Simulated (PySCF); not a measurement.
F₂HS, SMILES F[SH+]F, charge +1.

Coordinates come from a PBE0-D3(BJ)/def2-TZVP optimisation. The isomer is the one that the SMILES or the coordinates give; other isomers of the formula were not compared.

Two levels are set side by side: TDDFT-PBE/def2-SVPD (PySCF) and TDDFT-ωB97X/def2-SVPD (PySCF). Vertical, same geometry. The lowest singlet is HOMO→LUMO 98 % with PBE and HOMO→LUMO 98 % with the other functional; states are paired by order. Differences are taken from unrounded values.

```csv
quantity,TDDFT-ωB97X,TDDFT-PBE,TDDFT-PBE minus TDDFT-ωB97X
lowest singlet excitation (eV),6.92,6.46,-0.46
lowest triplet excitation (TDA) (eV),5.76,5.39,-0.38
first bright state (f over 0.05) (eV),10.58,9.54,-1.04
its oscillator strength,0.11,0.11,0.00
```

Functionals without exact exchange tend to place singlet excitations lower, as here. Differences between two approximate levels are no errors against the true value.

Rough cost on one machine, each run with all the roots and properties that it gave: TDDFT-ωB97X against TDDFT-PBE about 3 times.
